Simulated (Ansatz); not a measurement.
`CB(N)F` + NH₃ → `NB(N)F` + CH₄ at 700 K and 1 bar (ligand exchange at a B–C bond).

Gas-phase electronic energies from Ansatz, PBE0-D4/def2-TZVP geometries. CCSD(T)/CBS is the MP2 limit (def2-TZVPP, def2-QZVPP) plus CCSD(T) − MP2 in def2-TZVPP, frozen cores. This one scheme is used for every species. One conformer a species, not always the lowest.

```csv
species,CCSD(T)/CBS energy (Eh),H − E (kJ/mol),S (J/(mol·K))
`CB(N)F`,-220.47660,246.7,387.6
NH₃,-56.50880,116.9,226.5
`NB(N)F`,-236.55523,217.4,375.1
CH₄,-40.46206,145.9,224.0
```

H − E and S are ideal-gas, rigid-rotor, harmonic terms from PBE0-D4/def2-TZVP, for one conformer and one mirror image of each species. 1 Eh = 2625.50 kJ/mol, R = 8.31446 J/(mol·K).

**Question.** By hand: ΔE, ΔH, ΔS and ΔG.

**Answer.** ΔE = (-236.55523) + (-40.46206) − (-220.47660) − (-56.50880) = -0.03189 Eh = -83.7 kJ/mol. Δ(H − E) = 217.4 + 145.9 − 246.7 − 116.9 = -0.3, so ΔH = -84.0 kJ/mol. ΔS = 375.1 + 224.0 − 387.6 − 226.5 = -15.0 J/(mol·K). ΔG = -84.0 − 700 × (-15.0)/1000 = -73.5 kJ/mol.

**Question.** By hand: the equilibrium constant, and the temperature at which ΔG would vanish if ΔH and ΔS stayed fixed.

**Answer.** log₁₀ K = −ΔG/(RT ln 10) = 5.5. ΔG = 0 at ΔH/ΔS = 5600 K, far beyond where these terms or the molecules hold.

ΔH outweighs TΔS. A doubt of 5 kJ/mol in ΔE shifts log₁₀ K by 0.4 here. Other conformers and mirror images would add mixing entropy, several J/(mol·K) or more a flexible species. These are equilibria of isolated gas molecules and say nothing of rates. Largest T1 diagnostic: 0.011 (customary marks: 0.02 for closed shells, 0.045 for open ones).
